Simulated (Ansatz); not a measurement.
```yaml
crystal:
  periodic: [false, false, false]
  atoms:
    - {symbol: Si, position_ang: [-0.109500, 0.493064, -0.735571]}
    - {symbol: N, position_ang: [-0.191702, -0.406071, -0.185063]}
    - {symbol: Al, position_ang: [0.217052, -0.475467, 1.039765]}
    - {symbol: Cl, position_ang: [0.374385, 0.608128, 1.701470]}
    - {symbol: H, position_ang: [0.520148, 0.410801, -1.388524]}
    - {symbol: H, position_ang: [-1.024068, 0.746773, -1.183242]}
    - {symbol: H, position_ang: [0.362990, 1.125210, -0.362333]}
    - {symbol: H, position_ang: [-0.283789, -0.922015, -0.333938]}
    - {symbol: H, position_ang: [0.120294, -1.496513, 1.191970]}
basis:
  gaussian: {orbitals: def2-mTZVPP, final_grid: {core_spheres: 8, valence_spheres: 7, degree: 23}}
hamiltonian: {xc: {name: SVWN5}}
accuracy: high
```

```sh
$ ansatz run in.yaml --threads 2 --pin off --events-out ev --progress --plain --max-ram 4352MiB
```

It prints (some lines left out):

```
Functional definition: SVWN5
2439 factors; integrals over basis functions are off by at most 3.9e-9 eV
mean field evaluation 1: about -28327.1704 eV, gradient 1.5e2 eV
mean field evaluation 2: about -28123.8689 eV, gradient 2.7e2 eV
mean field evaluation 4: about -28361.0237 eV, gradient 2.2e1 eV
mean field evaluation 8: about -28362.0512 eV, gradient 3.9e-1 eV
mean field evaluation 16: about -28362.0515 eV, gradient 1.2e-5 eV
mean field -28362.05146577 eV, -1042.2861668780 hartree, gradient 8.1e-8 eV, S^2 0.000000; 0 other end points of the search recorded, 0 dependent functions left out
reference -28362.05146926 eV, -1042.2861670065 hartree; 28, 28 occupied and 97, 97 virtual orbitals, 2439 factors
Total energy: -28362.05146926 eV, -1042.2861670065 hartree
```

In this input the geometry is squeezed to about two thirds of its size. Self-consistency was reached. The result belongs to that input, not to the molecule as meant.
